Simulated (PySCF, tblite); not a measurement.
Species: C7H10P (charge -1).
SMILES with atom numbers: `[CH3:1][CH2:2][c:3]1[cH:4][c:5]([CH3:6])[cH:7][p-:8]1` (hydrogens: H9, H10, H11 on C1; H12, H13 on C2; H14 on C4; H15, H16, H17 on C6; H18 on C7)

Computed geometry: GFN2-xTB, gas phase.

**Question.** List the bond lengths, angles and torsions at this level.

**Answer.** 
| bond | length (Å) | order |
| --- | --- | --- |
| C1–C2 | 1.530 | single |
| C2–C3 | 1.501 | single |
| C3–C4 | 1.381 | aromatic |
| C4–C5 | 1.402 | aromatic |
| C5–C6 | 1.502 | single |
| C5–C7 | 1.379 | aromatic |
| C7–P8 | 1.745 | aromatic |
| C3–P8 | 1.757 | aromatic |
| C1–H9, C1–H10, C1–H11 | 1.090 | single |
| C2–H12, C2–H13 | 1.096 | single |
| C4–H14 | 1.086 | single |
| C6–H15, C6–H16, C6–H17 | 1.093 | single |
| C7–H18 | 1.083 | single |

Bonds in one row agree within 0.01 Å and their mean is given. Orders are formal, as drawn. A selection of angles:
| angle | degrees |
| --- | --- |
| C1–C2–C3 | 111.5 |
| C2–C3–C4 | 123.9 |
| C2–C3–P8 | 124.1 |
| C4–C3–P8 | 111.9 |
| C3–C4–C5 | 113.4 |
| C4–C5–C6 | 123.8 |
| C4–C5–C7 | 111.9 |
| C6–C5–C7 | 124.3 |
| C5–C7–P8 | 113.3 |
| C3–P8–C7 | 89.5 |

Dihedral angles: C1–C2–C3–C4 80° (synclinal). The mirror-image conformer, all signs reversed, is as good.

The 5-membered ring C3–C4–C5–C7–P8 has internal angles of 89.5° to 113.4° (sum 540°, against 540° for a flat polygon); it is planar, 0.00 Å rms from its mean plane, widest ring torsion 0°. The 6 C–C bonds span 1.379 Å (C5–C7, aromatic) to 1.530 Å (C1–C2, drawn single), a spread of 0.151 Å. C7 (aromatic CH carbon) is planar (angles 124.4°, 122.3° and 113.3°, sum 360.0°, 0.00 Å off the plane of its three neighbours). C4 (aromatic CH carbon) is planar (angles 123.4°, 123.2° and 113.4°, sum 360.0°, 0.00 Å off the plane of its three neighbours). C5 (substituted aromatic carbon) is planar (angles 124.3°, 123.8° and 111.9°, sum 360.0°, 0.00 Å off the plane of its three neighbours). C3 (substituted aromatic carbon) is planar (angles 124.1°, 123.9° and 111.9°, sum 360.0°, 0.02 Å off the plane of its three neighbours).

Point group: C1 (no symmetry element, even within 0.4 Å). Its GFN2-xTB frequencies are all real (lowest 37 cm⁻¹). 3 starts were optimised and ended at 0.00, 0.05 and 0.05 kcal/mol (GFN2-xTB); the lowest of these is shown.
